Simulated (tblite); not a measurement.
Species: C5H10F3OP.
SMILES with atom numbers: `[CH3:1][CH2:2][CH2:3][P@:4]([CH3:5])(=[O:6])[C:7]([F:8])([F:9])[F:10]` (hydrogens: H11, H12, H13 on C1; H14, H15 on C2; H16, H17 on C3; H18, H19, H20 on C5)

Structure used (GFN2-xTB), in Å, numbered top down from 1:
```xyz
20
C5H10F3OP angstrom
C      2.9904   -0.1392   -0.0909
C      1.5672   -0.6290    0.1433
C      0.5632    0.5198    0.0806
P     -1.0952   -0.0791    0.5848
C     -2.2455    1.3386    0.6323
O     -1.1371   -0.9682    1.7428
C     -1.7210   -0.9723   -0.9634
F     -3.0149   -1.2774   -0.8150
F     -1.6233   -0.2315   -2.0792
F     -1.0625   -2.1093   -1.1939
H      3.0783    0.3339   -1.0666
H      3.2770    0.5837    0.6698
H      3.6863   -0.9729   -0.0506
H      1.4915   -1.1004    1.1256
H      1.3121   -1.3831   -0.6041
H      0.5233    0.9664   -0.9141
H      0.8387    1.2982    0.7989
H     -2.2103    1.9246   -0.2818
H     -1.9724    1.9579    1.4851
H     -3.2510    0.9501    0.7934
```

Calculated harmonic vibrations of the isolated species, GFN2-xTB (tblite), most abundant isotopes, no scaling. Against measured fundamentals such values can be off by several per cent, at times by over 20. One conformer, not necessarily the lowest.

Harmonic wavenumbers (cm⁻¹): 28.5, 60.0, 68.6, 118.2, 129.0, 135.6, 161.3, 222.8, 228.6, 241.8, 247.7, 292.5, 327.0, 402.6, 433.6, 473.3, 478.6, 662.7, 723.2, 739.0, 767.1, 828.3, 858.2, 863.7, 943.8, 998.0, 1055.3, 1075.1, 1082.4, 1109.2, 1122.5, 1203.7, 1210.1, 1267.5, 1290.7, 1316.2, 1341.5, 1408.1, 1416.5, 1424.1, 1426.4, 1484.7, 1500.4, 1500.6, 2935.2, 2971.5, 2983.0, 2993.4, 2998.3, 3009.3, 3033.6, 3035.4, 3037.2, 3050.9.

A = 1513, B = 822.8, C = 699.6 MHz; mass 174.042 u (most abundant isotopes); point group C1, symmetry number 1.

What is the zero-point energy?

Half the sum of the wavenumbers: 32358 cm⁻¹ = 92.52 kcal/mol.

Entropy at 273.15 K, 1 bar (ideal gas, RRHO, classical rotation)?

Translation 40.96, rotation 30.03, vibration 38.65: S = 109.6 cal/(mol K).

And Cp and H(273.15 K) − H(0)?

Cp = 43.63 cal/(mol K), of which vibrations give 35.68 (their classical limit is 54 R = 107.3); H(273.15 K) − H(0) = 7.54 kcal/mol without the zero-point energy, 5.37 from vibrations.

What must be added to the electronic energy to get the Gibbs energy at 273.15 K and 1 bar?

ZPE + [H(273.15 K) − H(0)] − T·S = 92.52 + 7.54 − 29.95 = 70.11 kcal/mol.

Which modes carry the vibrational entropy at 273.15 K?

28.5 cm⁻¹: 5.76; 60.0 cm⁻¹: 4.28; 68.6 cm⁻¹: 4.02; 118.2 cm⁻¹: 2.96; 129.0 cm⁻¹: 2.79; 135.6 cm⁻¹: 2.70 cal/(mol K); the other 48 give 16.13 together.

Blend soft modes into free rotors: weight 1/[1 + (100 cm⁻¹/ν̃)⁴] for the oscillator and the rest for a rotor with moment μB/(μ + B), μ = h/(8π²ν), B = 10⁻⁴⁴ kg m². What vibrational entropy results?

35.09 cal/(mol K) in place of 38.65, which changes −T·S at 273.15 K by +0.97 kcal/mol.

Hindered rotation and anharmonicity are outside this model. Other conformers, if any are populated, would add a mixing term that is left out. The structure is chiral; the term R ln 2 for an equal mix with its mirror image is left out.
